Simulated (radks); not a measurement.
Trend from La2+ to Lu2+: ionisation energy by Delta-SCF between NIST ground configurations, and size. Calculated with a radial shooting solver on a logarithmic mesh with Libxc functionals: Dirac Kohn-Sham, BLYP, spin-unpolarised, spherical densities, finite nucleus; open shells fill j = l - 1/2 first; Fermi nuclear charge, rms radius of each element as measured or else 0.836 A^(1/3) + 0.57 fm.

species  configuration  IE (eV)  NIST (eV)       kind   -e(HOMO) (eV)  outermost  <r> outermost (bohr)
La2+          [Xe] 5d1   18.998     19.177       exp.  14.716 (5d3/2)      5d3/2                  2.60
Ce2+          [Xe] 4f2   20.473     20.197  semi-emp.  12.904 (4f5/2)      5p3/2                  1.82
Pr2+          [Xe] 4f3   21.499     21.624       exp.  13.795 (4f5/2)      5p3/2                  1.78
Nd2+          [Xe] 4f4   22.369      22.09  semi-emp.  14.531 (4f5/2)      5p3/2                  1.75
Pm2+          [Xe] 4f5   23.116       22.4  semi-emp.  15.148 (4f5/2)      5p3/2                  1.71
Sm2+          [Xe] 4f6   23.763       23.6  semi-emp.  15.668 (4f5/2)      5p3/2                  1.68
Eu2+          [Xe] 4f7   23.706      24.84  semi-emp.  15.553 (4f7/2)      5p3/2                  1.65
Gd2+      [Xe] 4f7 5d1   20.010      20.54  semi-emp.  15.304 (5d3/2)      5d3/2                  2.37
Tb2+          [Xe] 4f9   24.571      21.82  semi-emp.  16.199 (4f7/2)      5p3/2                  1.60
Dy2+         [Xe] 4f10   24.908      22.89  semi-emp.  16.435 (4f7/2)      5p3/2                  1.57
Ho2+         [Xe] 4f11   25.191      22.79  semi-emp.  16.622 (4f7/2)      5p3/2                  1.55
Er2+         [Xe] 4f12   25.423      22.70  semi-emp.  16.764 (4f7/2)      5p3/2                  1.52
Tm2+         [Xe] 4f13   25.609      23.66  semi-emp.  16.864 (4f7/2)      5p3/2                  1.50
Yb2+         [Xe] 4f14   25.752      25.05  semi-emp.  16.928 (4f7/2)      5p3/2                  1.48
Lu2+     [Xe] 4f14 6s1   21.267     20.959       exp.  17.689 (6s1/2)      6s1/2                  3.05

Reference values: NIST Atomic Spectra Database (exp. = measured, semi-emp. = semi-empirical, theory = theoretical value adopted there). Spin polarisation and multiplet splitting are left out, so open shells lie too high by an amount that depends on their filling.

Beside tabulated values, note that spin-unpolarised runs miss the spin-polarisation part of the exchange energy of open shells.
